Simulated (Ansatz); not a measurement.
C3H13N3OTi (`C[NH][Ti]([OH])([NH]C)[NH]C`) at its PBE0-D4/def2-TZVP geometry, where that method's forces vanish. Charge 0, multiplicity 1.

```xyz
21

C    -0.6993   -2.6420    1.6164
N     0.1782   -1.5673    1.2157
Ti   -0.3631    0.0787    0.4664
O    -1.9438    0.6359    1.1688
N     0.9870    1.3737    0.7467
C     2.1606    1.7061   -0.0245
N    -0.4179   -0.2166   -1.4001
C    -0.7933    0.7745   -2.3803
H    -1.7303   -2.4038    1.3415
H    -0.6875   -2.8139    2.7001
H    -0.4443   -3.5894    1.1234
H     1.1341   -1.7216    1.5066
H    -2.7959    0.9450    0.8682
H     0.8650    1.9983    1.5357
H     2.2142    1.0623   -0.9047
H     3.0883    1.5607    0.5448
H     2.1501    2.7459   -0.3767
H    -0.2116   -1.1158   -1.8108
H    -0.0098    0.9352   -3.1322
H    -0.9630    1.7389   -1.8918
H    -1.7176    0.5151   -2.9133
```

Problem. What forces (eV/Å) does r2SCAN-D4/def2-TZVPP give on these atoms in Ansatz 0.2.0? (An estimate is asked.)

Solution. Ansatz gave: 
```
C1  -0.118 -0.138  0.057
N2   0.136 -0.084  0.024
Ti3 -0.063  0.041  0.016
O4  -0.185  0.058  0.154
N5   0.056  0.072  0.072
C6   0.156  0.063 -0.101
N7   0.041 -0.131 -0.093
C8  -0.048  0.129 -0.134
H9   0.011  0.007 -0.006
H10  0.000 -0.014  0.005
H11 -0.001 -0.008  0.010
H12  0.062 -0.028  0.031
H13 -0.067  0.026 -0.031
H14 -0.005  0.048  0.050
H15 -0.003  0.002  0.012
H16  0.008  0.006 -0.004
H17  0.013  0.009 -0.003
H18  0.009 -0.055 -0.053
H19  0.000  0.001 -0.010
H20 -0.001 -0.010  0.012
H21  0.000  0.005 -0.009
```
